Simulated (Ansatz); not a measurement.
Reactions of C3H9InOSi2, SMILES `C#C[C]([SiH3])([InH2])O[SiH3]`.

Calculated with Ansatz (gas phase, PBE0-D4/def2-TZVP geometries, no zero-point term in ΔE). CBS: MP2 limit from def2 TZ/QZ plus the TZ coupled-cluster correction, frozen cores. This one scheme is used for every species, atoms too. Functionals use def2-TZVPP. No spin–orbit coupling; open shells (•) take unrestricted orbitals. Spin–orbit coupling would lower the free atoms: a little for C, O, Si; strongly for In. Elements past krypton have def2 core potentials. Bonds to In, Sn are less sure, by a few kJ/mol each and by 10 to 20 or more in all where they break to atoms, as the def2 sets lack core-valence functions. Each species was taken in one conformer, which may not be the lowest.

| reaction | CCSD/CBS(def2) (kcal/mol) | CCSD(T)/def2-SVP (kcal/mol) | ωB97X-V (kcal/mol) | MP2/CBS(def2) (kcal/mol) |
| --- | --- | --- | --- | --- |
| `C#C[C]([SiH3])([InH2])O[SiH3]` + H₂ → `[SiH3]O[CH]([SiH3])[InH2]` + `C#C` | -7.4 | -5.1 | -5.9 | -2.5 |
| `C#C[C]([SiH3])([InH2])O[SiH3]` + `O[SiH3]` → `C#CO[SiH3]` + `[SiH3]O[CH]([SiH3])[InH2]` | 21.3 | 18.4 | 18.8 | 24.7 |
| `C#C[C]([SiH3])([InH2])O[SiH3]` + `[NH2][SnH3]` → `C#C[NH][SnH3]` + `[SiH3]O[CH]([SiH3])[InH2]` | 8.7 | 7.2 | 7.0 | 11.2 |
| `C#C[C]([SiH3])([InH2])O[SiH3]` → 3 C• + 9 H• + In• + O• + 2 Si• | 1278.5 | 1219.2 | 1302.9 | 1317.2 |

Task: Give the CCSD(T)/CBS values in the same order. (An estimate is asked.)

Result: Computed: -5.5, 22.2, 9.7, 1300.5 kcal/mol.

Largest T1 diagnostic: 0.015, for In•.
